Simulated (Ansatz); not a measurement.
# triplet Ti: levels of theory in one basis

A single Ti atom.

Basis set: aug-cc-pVDZ (spherical functions). Left uncorrelated: 5 orbitals. Correlation on ROHF uses semicanonical orbitals with singles. Charge 0, multiplicity 3.

Computed with Ansatz (development build ahead of 0.2.0); each method stands on the lowest determinant of its kind that the runs found.

```tsv
method	E − E(ROHF) (eV)	<S²> of the determinant
ROHF	0.00	2.00
UHF	-0.10	2.01
ROHF-MP2	-5.32	–
UHF-MP2	-5.29	2.01
```

**Question.** Is a single determinant a sound starting point here?

**Answer.** By this sign, yes. Unrestricted orbitals gain 0.10 eV and <S²> is 2.01 against 2.00 for a pure state.
